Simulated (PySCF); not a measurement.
C3H7NO2Si.
InChI=1S/C3H7NO2Si/c1-5-7-6-3-2-4/h3,7H2,1H3

Level: CAM-B3LYP/def2-SVPD in PySCF, non-relativistic, on one gas-phase PBE0-D3(BJ)/def2-SVP geometry that isn't relaxed in the solvent. The solvent is an IEF-PCM continuum (Bondi radii, 1.10 Å for H, scaled by 1.2), and excitations are vertical TDDFT with non-equilibrium linear response and a frozen core. The model holds no explicit solvent molecules, cavitation or dispersion.

Gas-phase singlets (H = HOMO, L = LUMO):

| state | E (eV) | λ (nm) | f | leading configurations |
| --- | --- | --- | --- | --- |
| S1 | 7.093 | 175 | 0.000 | H→L 51%, H-1→L 22% |
| S2 | 7.241 | 171 | 0.001 | H→L 26%, H-1→L 19%, H→L+1 8% |
| S3 | 7.646 | 162 | 0.011 | H→L+1 22%, H-1→L 20%, H-3→L 14% |
| S4 | 7.785 | 159 | 0.001 | H→L+2 37%, H-1→L 25%, H→L+3 10% |
| S5 | 7.903 | 157 | 0.011 | H-3→L+4 21%, H-1→L+4 18%, H-4→L 16% |

Question: What are the lowest 5 singlets in tetrahydrofuran (ε = 7.426)?

Answer: 
| state | E (eV) | λ (nm) | f | leading configurations | change by rank (eV) |
| --- | --- | --- | --- | --- | --- |
| S1 | 7.100 | 175 | 0.000 | H-1→L 43%, H→L 30% | +0.007 |
| S2 | 7.320 | 169 | 0.001 | H→L 28%, H→L+1 28%, H-3→L 10% | +0.079 |
| S3 | 7.627 | 163 | 0.013 | H→L+1 42%, H→L 14%, H→L+4 12% | -0.019 |
| S4 | 7.874 | 157 | 0.001 | H-1→L 36%, H-3→L 12% | +0.089 |
| S5 | 7.970 | 156 | 0.009 | H-5→L 25%, H-3→L+3 23%, H-1→L+3 22% | +0.067 |

Question: Give the list for acetone (ε = 20.49), n² = 1.85.

Answer: 
```csv
state,E (eV),λ (nm),f,leading configurations,change by rank (eV)
S1,7.097,175,0.000,"H-1→L 46%, H→L 27%",+0.004
S2,7.343,169,0.001,"H→L+1 31%, H→L 27%, H-3→L 10%",+0.102
S3,7.619,163,0.012,"H→L+1 40%, H→L 18%, H→L+4 12%",-0.027
S4,7.897,157,0.001,"H-1→L 36%, H-3→L 13%",+0.112
S5,7.980,155,0.008,"H-5→L 26%, H-3→L+3 23%, H-1→L+3 23%",+0.077
```

Question: How do the frontier levels move from gas to acetone?

Answer: 
```csv
orbital,gas (eV),solvent (eV),change (eV)
LUMO+2,1.18,1.46,+0.28
LUMO+1,0.98,1.25,+0.27
LUMO,0.53,0.81,+0.28
HOMO,-9.97,-9.68,+0.29
HOMO-1,-10.35,-10.14,+0.21
HOMO-2,-10.77,-10.52,+0.25
HOMO-3,-11.28,-11.37,-0.09
```

The HOMO–LUMO gap goes from 10.51 to 10.49 eV. Rows go by rank; for LUMO, LUMO+1 and LUMO+2 the atom shares or the degeneracy differ between the runs, so the row needn't follow one orbital.

The values belong to the conformer `[CH3:1][O:2][SiH2:3][O:4][CH2:5][C:6]#[N:7]`: C1–O2–Si3–O4 177°, O2–Si3–O4–C5 176°, Si3–O4–C5–C6 -178°.
